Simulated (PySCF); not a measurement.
bicarbonate (CHO3), SMILES [O-]C(=O)O, charge -1. Atoms are numbered in the order given.

```xyz
5

O      0.7645     1.0388     0.0000
C     -0.0666    -0.1593     0.0000
O     -1.3034     0.0876     0.0000
O      0.5776    -1.2248     0.0000
H      0.0896     1.7427     0.0000
```
Charge -1, spin multiplicity 1.

The structure is a stationary point at PBE-D3(BJ)/def2-SVPD. The values are those of a single conformer.

The numbers are results of PBE/pcSseg-2 run with PySCF, not measurements.

GIAO shieldings, no solvent; atoms listed in one row are averaged. δ = σ(ref) − σ: ¹⁷O against H2O (σ = 327.5 ppm); ¹³C against TMS (σ = 181.4 ppm); ¹H against TMS (σ = 31.47 ppm), references at their B3LYP-D3(BJ)/def2-TZVP geometries, non-relativistic.

```json
[
 {"nucleus": "¹⁷O", "atoms": "O3", "count": "1", "δ (ppm)": "243.5"},
 {"nucleus": "¹⁷O", "atoms": "O4", "count": "1", "δ (ppm)": "232.9"},
 {"nucleus": "¹⁷O", "atoms": "O1", "count": "1", "δ (ppm)": "203.1"},
 {"nucleus": "¹³C", "atoms": "C2", "count": "1", "δ (ppm)": "167.4"},
 {"nucleus": "¹H", "atoms": "H5", "count": "1", "δ (ppm)": "3.74"}
]
```
